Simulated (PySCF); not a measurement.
Excitation energy of B by level of theory

B [He] 2s2 2p1 (2P) → B [He] 2s2 3s1 (2S), as a difference of total energies. Calculation: PySCF 2.14, in aug-cc-pVTZ; the non-relativistic Hamiltonian (point nucleus). Correlated levels: valence: 1s2 frozen. The calculations carry no spin-orbit coupling.

| method | excitation energy (eV) |
| --- | --- |
| UHF | 5.040 |
| MP2 (valence) | 5.110 |
| SCS-MP2 (valence) | 5.098 |
| CCSD (valence) | 4.960 |
| CCSD(T) (valence) | 4.975 |
| CCSDT (valence) | 4.978 |

Problem. How much does correlation contribute at CCSD(T) (valence)?

Solution. 4.975 − (5.040) = -0.065 eV, measured against UHF.

Errors of the correlated levels include the incompleteness of this basis and the frozen core.

For comparison: 4.963 eV (measured; NIST levels, between the centres of gravity of the two terms).
